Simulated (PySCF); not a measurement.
C3H9O3Si, SMILES CO[Si](OC)OC, doublet, GFN2-xTB optimised geometry.

```
16

C      1.97    -0.84     0.82
O      1.11    -1.57     0.00
Si    -0.53    -1.57     0.00
O     -1.02    -2.24    -1.40
C     -0.59    -3.43    -1.99
O     -1.02    -0.01     0.00
C     -2.28     0.50    -0.29
H      1.64     0.19     0.91
H      2.01    -1.29     1.82
H      2.96    -0.87     0.37
H     -1.04    -4.29    -1.48
H     -0.92    -3.42    -3.03
H      0.50    -3.52    -1.95
H     -2.96     0.33     0.55
H     -2.18     1.57    -0.47
H     -2.70     0.02    -1.18
```

Density from unrestricted PBE0/def2-TZVP in PySCF at that geometry.

Minimum of the electron density along straight lines between bonded atoms, close to the bond critical point (lines longer than 1.1 times the sum of covalent radii, or with two minima, are not listed):

```json
[
 {"bond": "C1–O2", "length / Å": "1.396", "ρ at the minimum / e bohr⁻³": "0.260", "∇²ρ there / e bohr⁻⁵": "-0.43", "position (fraction from the first atom)": "0.34"},
 {"bond": "O2–Si3", "length / Å": "1.632", "ρ at the minimum / e bohr⁻³": "0.142", "∇²ρ there / e bohr⁻⁵": "0.88", "position (fraction from the first atom)": "0.59"},
 {"bond": "Si3–O4", "length / Å": "1.632", "ρ at the minimum / e bohr⁻³": "0.142", "∇²ρ there / e bohr⁻⁵": "0.88", "position (fraction from the first atom)": "0.41"},
 {"bond": "O4–C5", "length / Å": "1.396", "ρ at the minimum / e bohr⁻³": "0.260", "∇²ρ there / e bohr⁻⁵": "-0.43", "position (fraction from the first atom)": "0.66"},
 {"bond": "Si3–O6", "length / Å": "1.632", "ρ at the minimum / e bohr⁻³": "0.142", "∇²ρ there / e bohr⁻⁵": "0.88", "position (fraction from the first atom)": "0.41"},
 {"bond": "O6–C7", "length / Å": "1.396", "ρ at the minimum / e bohr⁻³": "0.260", "∇²ρ there / e bohr⁻⁵": "-0.43", "position (fraction from the first atom)": "0.66"},
 {"bond": "C1–H8", "length / Å": "1.091", "ρ at the minimum / e bohr⁻³": "0.286", "∇²ρ there / e bohr⁻⁵": "-1.01", "position (fraction from the first atom)": "0.65"},
 {"bond": "C1–H9", "length / Å": "1.093", "ρ at the minimum / e bohr⁻³": "0.284", "∇²ρ there / e bohr⁻⁵": "-1.00", "position (fraction from the first atom)": "0.65"},
 {"bond": "C1–H10", "length / Å": "1.091", "ρ at the minimum / e bohr⁻³": "0.286", "∇²ρ there / e bohr⁻⁵": "-1.02", "position (fraction from the first atom)": "0.65"},
 {"bond": "C5–H11", "length / Å": "1.093", "ρ at the minimum / e bohr⁻³": "0.284", "∇²ρ there / e bohr⁻⁵": "-1.00", "position (fraction from the first atom)": "0.65"},
 {"bond": "C5–H12", "length / Å": "1.091", "ρ at the minimum / e bohr⁻³": "0.286", "∇²ρ there / e bohr⁻⁵": "-1.02", "position (fraction from the first atom)": "0.65"},
 {"bond": "C5–H13", "length / Å": "1.091", "ρ at the minimum / e bohr⁻³": "0.286", "∇²ρ there / e bohr⁻⁵": "-1.01", "position (fraction from the first atom)": "0.65"},
 {"bond": "C7–H14", "length / Å": "1.093", "ρ at the minimum / e bohr⁻³": "0.284", "∇²ρ there / e bohr⁻⁵": "-1.00", "position (fraction from the first atom)": "0.65"},
 {"bond": "C7–H15", "length / Å": "1.091", "ρ at the minimum / e bohr⁻³": "0.286", "∇²ρ there / e bohr⁻⁵": "-1.02", "position (fraction from the first atom)": "0.65"},
 {"bond": "C7–H16", "length / Å": "1.091", "ρ at the minimum / e bohr⁻³": "0.286", "∇²ρ there / e bohr⁻⁵": "-1.01", "position (fraction from the first atom)": "0.65"}
]
```
